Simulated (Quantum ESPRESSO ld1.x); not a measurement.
These are the eigenvalues of the occupied orbitals of an atom or ion with whole-number occupations (eV). All-electron calculation, Dirac Kohn-Sham, PBE, spin-unpolarised, spherical densities, point nucleus. Program: ld1.x of Quantum ESPRESSO 7.5.

| orbital | eigenvalue |
|---|---|
| 1s1/2 | -38719.7 |
| 2s1/2 | -6161.19 |
| 2p1/2 | -5810.34 |
| 2p3/2 | -5397.21 |
| 3s1/2 | -1317.77 |
| 3p1/2 | -1169.93 |
| 3p3/2 | -1089.41 |
| 3d3/2 | -830.588 |
| 3d5/2 | -813.363 |
| 4s1/2 | -266.073 |
| 4p1/2 | -211.681 |
| 4p3/2 | -194.554 |
| 4d3/2 | -105.421 |
| 4d5/2 | -102.448 |
| 5s1/2 | -38.8217 |
| 5p1/2 | -24.0835 |
| 5p3/2 | -21.5780 |
| 6s1/2 | -3.6646 |
| 5d3/2 | -3.1715 |

Which element is it, and in what charge state? The configuration may be excited. Open shells, if any, fill j = l - 1/2 first.

Answer. Z = 57, lanthanum, charge 0: La in [Xe] 5d1 6s2. The list shows which subshells hold electrons but not how many an open one holds; the 1s level, -1422.9 hartree, gives Z - s = 53.3 by -(Z - s)^2/2, which with screening and relativity narrows Z to a few neighbours, and the depths of the outer levels then fix element, charge and occupations together.
